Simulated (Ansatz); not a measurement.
**Correcting a cheap level on molecular compounds of W**

The vertical ionisation energy (cation less neutral) in eV of 7 molecular compounds of W: x at wB97M-V/def2-TZVPP, y at CCSD(T)/def2-TZVPP. Shapes, held fixed at every level: PBE0-D4/def2-TZVP. Flexible molecules stand in one conformer, not always the lowest. Programs: Ansatz 0.2.0.

| molecule | x (eV) | y (eV) |
| --- | --- | --- |
| W(OH)4S | 9.73 | 9.75 |
| W(OH)4Cl2 | 10.62 | 10.48 |
| W(OH)4ClF | 10.91 | ? |
| CH3Cl3O2W (SMILES C[O][W](=[O])([Cl])([Cl])[Cl]) | 10.95 | 10.75 |
| W(OH)2Cl4 | 10.95 | 10.69 |
| W(OH)Cl5 | 11.10 | 10.92 |
| W(OH)3ClF2 | 11.26 | 11.08 |

Question: Fit y = c + s·x to the known rows and predict y for W(OH)4ClF.

Answer: 
1. Means of the 6 rows: x = 10.7683, y = 10.612.
2. Σ(Δx)² = 1.5179, Σ(Δx·Δy) = 1.2861, so the slope is 1.2861/1.5179 = 0.84729.
3. Intercept: 10.612 − (0.84729) × 10.7683 = 1.488. The largest residual of the fit is 0.076.
4. W(OH)4ClF: 1.488 + 0.84729 × 10.91 = 10.73 eV.

CCSD(T)/def2-TZVPP gives 10.73 eV, so the prediction is off by 0.00 eV: they agree to the digits shown. Uncorrected, wB97M-V/def2-TZVPP misses W(OH)4ClF by +0.18 eV, and the other rows by 0.16 on average. The line removes about 100 % of this miss, partly by chance. Left out in turn, the other rows are missed by 0.06 eV on average, so much of the error is systematic among these molecules. Cations run unrestricted. For atoms past krypton def2 sets carry core potentials with scalar relativity. Outer-core shells of W are correlated, in sets that cover them unevenly.
